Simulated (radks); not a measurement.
The numbers below are computed, except where a source is named.
Species: Be IV. Configuration: 1s0.5 2p0.5 (fractional occupations, a model configuration). Code: a radial shooting solver on a logarithmic mesh with Libxc functionals. Model: non-relativistic Kohn-Sham, PBE, spin-unpolarised, spherical densities, point nucleus; without spin polarisation the odd electron is poorly described.

Radial electron density D(r) = 4 pi r^2 rho(r):

```
   r/bohr * D(r) (the largest magnitude, 1.11, reaches the edge; | marks zero)
  0.01833 | *
  0.02221 |  *
   0.0267 |   *
  0.03235 |    *
   0.0392 |      *
  0.04712 |         *
  0.05709 |            *
  0.06862 |                 *
  0.08315 |                      *
  0.09995 |                            *
   0.1211 |                                   *
   0.1467 |                                          *
   0.1764 |                                                *
   0.2137 |                                                    *
   0.2569 |                                                      *
   0.3113 |                                                    *
   0.3771 |                                              *
   0.4533 |                                       *
   0.5493 |                               *
   0.6603 |                         *
      0.8 |                     *
   0.9694 |                   *
    1.165 |                 *
    1.412 |              *
    1.697 |          *
    2.056 |     *
    2.472 |  *
    2.995 |*
    3.629 *
    4.362 *
```

D(r) has 1 maximum, at r = 0.255 bohr.
